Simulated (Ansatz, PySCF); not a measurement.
SiOCl2, SMILES O=[Si](Cl)Cl. Atoms are numbered in the order given.

```xyz
4

Si     0.0000     0.0000    -0.5080
O      0.0000     0.0000    -2.0287
Cl     0.0000    -1.6359     0.6806
Cl     0.0000     1.6359     0.6806
```
Charge 0, spin multiplicity 1.

Coordinates come from a PBE0-D3(BJ)/def2-SVP optimisation.

Two levels are set side by side: PBE-D3(BJ)/def2-SVP (Ansatz, a first-principles code) and PBE0-D3(BJ)/def2-SVP (Ansatz). Each level has its own optimised geometry; the coordinates shown are those of the second. Frequencies come from the Hessian of PySCF at each geometry. Differences are taken from unrounded values.

```tsv
quantity	PBE0-D3(BJ)
mean bond length (Å)	1.855
bond Si1–O2 (Å)	1.521
bond Si1–Cl3 (Å)	2.022
bond Si1–Cl4 (Å)	2.022
highest harmonic wavenumber (cm⁻¹)	1275
mean harmonic wavenumber (cm⁻¹)	529
zero-point energy (kcal/mol)	4.54
```

What does PBE-D3(BJ) give, and how far is it from PBE0-D3(BJ)? (Estimate from the structure and the level; the computed values follow.)


```csv
quantity,PBE-D3(BJ),PBE-D3(BJ) minus PBE0-D3(BJ)
mean bond length (Å),1.876,0.021
bond Si1–O2 (Å),1.542,0.021
bond Si1–Cl3 (Å),2.043,0.021
bond Si1–Cl4 (Å),2.043,0.021
highest harmonic wavenumber (cm⁻¹),1206,-69
mean harmonic wavenumber (cm⁻¹),501,-28
zero-point energy (kcal/mol),4.30,-0.24
```

Exact exchange shortens and stiffens bonds; PBE has none. Differences between two approximate levels are no errors against the true value.
